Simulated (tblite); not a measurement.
Species: C6H12GeSi.
Atom-mapped SMILES: `[CH2:1]=[CH:2][Ge@H:3]([SiH3:4])[CH2:5][C:6]#[C:7][CH3:8]` (hydrogens: H9, H10 on C1; H11 on C2; H12 on Ge3; H13, H14, H15 on Si4; H16, H17 on C5; H18, H19, H20 on C8)

Computed with GFN2-xTB (tblite), gas phase: L-BFGS steps from a force-field or distance-geometry start until the largest atomic force falls under 0.01 eV/Å.

Step 2: E = -612.4335 eV
```
atom  x, y, z in Å  |  force x, y, z in eV/Å
C1     -0.5950   -0.5202   -2.2984    0.466   0.562  -0.253
C2     -1.3642   -1.2743   -1.5515   -0.446  -0.412   0.596
Ge3    -1.5177   -0.9915    0.3779    0.332   0.037   0.032
Si4    -2.0938    1.1998    0.8189   -0.072   0.261  -0.133
C5      0.2863   -1.3887    1.2185   -0.739   0.165  -0.182
C6      1.2410   -0.4223    0.7617    1.264   1.011  -0.417
C7      2.0618    0.3901    0.3869   -0.989  -0.991   0.474
C8      3.0436    1.3578   -0.0607   -0.057  -0.065   0.144
H9     -0.5285   -0.6612   -3.3638    0.114   0.085  -0.147
H10     0.0041    0.2809   -1.8650   -0.151  -0.283  -0.190
H11    -1.9644   -2.0502   -1.9970   -0.026  -0.145  -0.176
H12    -2.5279   -1.9666    0.9455   -0.023  -0.272  -0.025
H13    -2.1923    1.3833    2.2591   -0.038   0.150   0.134
H14    -1.0745    2.0940    0.2627   -0.109   0.030   0.079
H15    -3.3888    1.4750    0.1907    0.035   0.121   0.067
H16     0.5691   -2.3952    0.9469    0.270  -0.273  -0.003
H17     0.1435   -1.3244    2.2947    0.175  -0.032   0.163
H18     2.7858    1.7143   -1.0524   -0.020   0.082  -0.167
H19     3.0736    2.2053    0.6243   -0.019   0.013   0.006
H20     4.0331    0.9047   -0.0956    0.034  -0.044  -0.004
```

Step 3: E = -612.4603 eV
```
atom  x, y, z in Å  |  force x, y, z in eV/Å
C1     -0.5888   -0.5132   -2.3017   -0.395  -0.347   0.300
C2     -1.3698   -1.2793   -1.5444    0.290   0.279  -0.130
Ge3    -1.5127   -0.9915    0.3782    0.140   0.056   0.078
Si4    -2.0945    1.2025    0.8172   -0.063   0.183  -0.045
C5      0.2778   -1.3861    1.2159   -0.321   0.103  -0.173
C6      1.2475   -0.4181    0.7603    0.102  -0.094   0.092
C7      2.0583    0.3864    0.3888    0.006  -0.001   0.019
C8      3.0425    1.3566   -0.0588   -0.079  -0.077   0.047
H9     -0.5275   -0.6605   -3.3653    0.115   0.090  -0.152
H10     0.0024    0.2779   -1.8669    0.024  -0.048  -0.075
H11    -1.9648   -2.0517   -1.9987   -0.052  -0.165  -0.175
H12    -2.5285   -1.9694    0.9455    0.033  -0.220  -0.040
H13    -2.1927    1.3847    2.2609   -0.034   0.144   0.074
H14    -1.0755    2.0943    0.2635   -0.077   0.063   0.060
H15    -3.3885    1.4761    0.1914    0.006   0.126   0.050
H16     0.5720   -2.3984    0.9466    0.189  -0.048   0.045
H17     0.1452   -1.3246    2.2968    0.169  -0.023   0.055
H18     2.7853    1.7152   -1.0547   -0.001   0.025  -0.035
H19     3.0733    2.2058    0.6247   -0.029  -0.017   0.000
H20     4.0339    0.9039   -0.0956   -0.025  -0.028   0.006
```

Step 4: E = -612.4692 eV
```
atom  x, y, z in Å  |  force x, y, z in eV/Å
C1     -0.5925   -0.5160   -2.2984   -0.060  -0.053  -0.130
C2     -1.3674   -1.2766   -1.5442   -0.093  -0.149   0.016
Ge3    -1.5089   -0.9908    0.3794   -0.019   0.072   0.063
Si4    -2.0956    1.2057    0.8160   -0.051   0.114   0.035
C5      0.2706   -1.3839    1.2127   -0.044  -0.016  -0.067
C6      1.2505   -0.4186    0.7613   -0.174  -0.313   0.181
C7      2.0577    0.3856    0.3894    0.167   0.163  -0.059
C8      3.0412    1.3553   -0.0576   -0.030  -0.024  -0.027
H9     -0.5257   -0.6592   -3.3679    0.082   0.091   0.012
H10     0.0022    0.2765   -1.8684    0.008  -0.059  -0.065
H11    -1.9656   -2.0545   -2.0015    0.056  -0.017  -0.069
H12    -2.5283   -1.9733    0.9449    0.076  -0.179  -0.058
H13    -2.1933    1.3871    2.2625   -0.031   0.139   0.027
H14    -1.0768    2.0952    0.2645   -0.047   0.093   0.041
H15    -3.3884    1.4782    0.1922   -0.024   0.131   0.032
H16     0.5753   -2.4000    0.9471    0.115   0.090   0.067
H17     0.1480   -1.3249    2.2982    0.147  -0.021  -0.040
H18     2.7850    1.7158   -1.0560    0.008  -0.009   0.038
H19     3.0728    2.2058    0.6250   -0.032  -0.034  -0.006
H20     4.0340    0.9032   -0.0955   -0.054  -0.017   0.010
```

**Question.** Estimate the geometry and energy of step 5. (The exact step hangs on the optimiser's Hessian estimate; all steps are aligned on step 4, rigid shifts and turns removed.)

**Answer.** E = -612.4771 eV, largest force 0.285 eV/Å
```
atom  x, y, z in Å  |  force x, y, z in eV/Å
C1     -0.5964   -0.5185   -2.2993    0.040   0.027  -0.144
C2     -1.3677   -1.2792   -1.5432   -0.140  -0.175   0.000
Ge3    -1.5110   -0.9879    0.3817   -0.025   0.042   0.014
Si4    -2.0975    1.2108    0.8170   -0.037   0.057   0.050
C5      0.2679   -1.3826    1.2099    0.030  -0.081   0.027
C6      1.2530   -0.4217    0.7642   -0.139  -0.219   0.117
C7      2.0572    0.3851    0.3903    0.081   0.082  -0.032
C8      3.0388    1.3531   -0.0571    0.017   0.022  -0.037
H9     -0.5222   -0.6557   -3.3693    0.044   0.051   0.018
H10     0.0019    0.2733   -1.8716   -0.009  -0.059  -0.044
H11    -1.9647   -2.0563   -2.0052    0.055  -0.009  -0.028
H12    -2.5256   -1.9793    0.9428    0.081  -0.158  -0.053
H13    -2.1942    1.3916    2.2628   -0.033   0.140   0.043
H14    -1.0792    2.0976    0.2663   -0.017   0.116   0.024
H15    -3.3882    1.4823    0.1937   -0.061   0.138   0.014
H16     0.5803   -2.3989    0.9495    0.067   0.100   0.043
H17     0.1532   -1.3259    2.2974    0.111  -0.015  -0.055
H18     2.7860    1.7158   -1.0543   -0.021  -0.011  -0.002
H19     3.0721    2.2036    0.6234   -0.038   0.001   0.033
H20     4.0311    0.9036   -0.0953   -0.007  -0.049   0.011
```

The energy changes by -0.0079 eV. The first-order estimate −F·Δx gives -0.0096 eV and the mean of the old and new forces, exact on a quadratic surface, -0.0078 eV. The step makes an angle of 45° with the force vector and moves no atom by more than 0.007 Å.

The cost below is that of the whole relaxation. Time: 1.6 s wall. Hardware: one thread, Intel Xeon at 2.50 GHz (x86_64), shared host with 64 logical CPUs at a one-minute load of 59.
